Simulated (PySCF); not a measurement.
# First hyperpolarisability of `CCc1cc[n+]([O-])cc1`, C7H9NO

Method: quadratic response CAM-B3LYP/aug-cc-pVDZ first hyperpolarisability, Taylor convention, gas phase in PySCF 2.14.0. Geometry: PBE0-D3(BJ)/def2-SVP.

Input:
```
{"job": {"kind": "beta", "xc": "CAM-B3LYP", "basis": "aug-cc-pVDZ"}, "charge": 0, "multiplicity": 1}
C     -2.374846     0.509563    -0.585587
C     -1.611226    -0.510519     0.256291
C     -0.138679    -0.222130     0.326416
C      0.410667     0.609996     1.307826
C      1.758602     0.908610     1.331371
N      2.622976     0.408590     0.394049
O      3.842268     0.687282     0.424915
C      2.106543    -0.410046    -0.574908
C      0.762356    -0.723054    -0.619331
H     -3.449353     0.273154    -0.618709
H     -1.998831     0.529574    -1.620050
H     -2.262405     1.524815    -0.175048
H     -2.026176    -0.530768     1.277129
H     -1.764116    -1.519922    -0.158943
H     -0.223065     1.041391     2.086894
H      2.242744     1.544577     2.071532
H      2.854153    -0.773098    -1.279142
H      0.416647    -1.383417    -1.418751
```
Coordinates are in Å.

Command: `OMP_NUM_THREADS=1 python excited_run.py task.json out`

(1) What does the run print?

## Answers

(1) DR is the depolarisation ratio; parallel is 3/5 of the vector part along the dipole.
```
coarse grid: 15336 points
cycle   1  E = -401.7226169083  dE =  1.903e+00  |g| = 8.858e-01  |ddm| = 2.511e+01
cycle   2  E = -401.3179258385  dE =  4.047e-01  |g| = 1.701e+00  |ddm| = 4.981e+00
cycle   3  E = -401.8782869452  dE = -5.604e-01  |g| = 1.912e-01  |ddm| = 2.968e+00
cycle   4  E = -401.8841372319  dE = -5.850e-03  |g| = 1.202e-01  |ddm| = 7.101e-01
cycle   5  E = -401.8874198978  dE = -3.283e-03  |g| = 2.071e-02  |ddm| = 3.866e-01
cycle   6  E = -401.8875261803  dE = -1.063e-04  |g| = 5.553e-03  |ddm| = 1.105e-01
cycle   7  E = -401.8875346738  dE = -8.493e-06  |g| = 1.705e-03  |ddm| = 2.399e-02
final grid: 149008 points
cycle   8  E = -401.9151113288  dE = -2.221e-05  |g| = 3.650e-03  |ddm| = 4.580e-01
cycle   9  E = -401.9151109474  dE =  3.814e-07  |g| = 4.151e-03  |ddm| = 4.791e-02
cycle  10  E = -401.9151146668  dE = -3.719e-06  |g| = 1.054e-03  |ddm| = 1.365e-02
cycle  11  E = -401.9151148822  dE = -2.154e-07  |g| = 1.672e-04  |ddm| = 2.826e-03
cycle  12  E = -401.9151148892  dE = -6.990e-09  |g| = 7.304e-05  |ddm| = 1.485e-03
cycle  13  E = -401.9151148907  dE = -1.488e-09  |g| = 3.229e-05  |ddm| = 4.620e-04
cycle  14  E = -401.9151148910  dE = -3.192e-10  |g| = 1.114e-05  |ddm| = 1.186e-04
converged SCF energy = -401.9151148910

Lowest singlets (eV, f): 4.3211 0.0195  4.5099 0.0000  4.6745 0.2846

First hyperpolarisability (au)
process     nm      |vector|   parallel      HRS      DR
static         -      334.36    -200.36     130.57   6.262
shg       1907.0      359.04    -215.14     139.96   6.312
eope      1907.0      342.20    -205.06          -       -
shg       1064.0      429.07     -257.1      166.4   6.475
eope      1064.0      360.91    -216.26          -       -
```

It took 42 s wall time on 1 thread of an AMD EPYC 9R45 96-Core, shared host, peak memory 1.2 GiB.
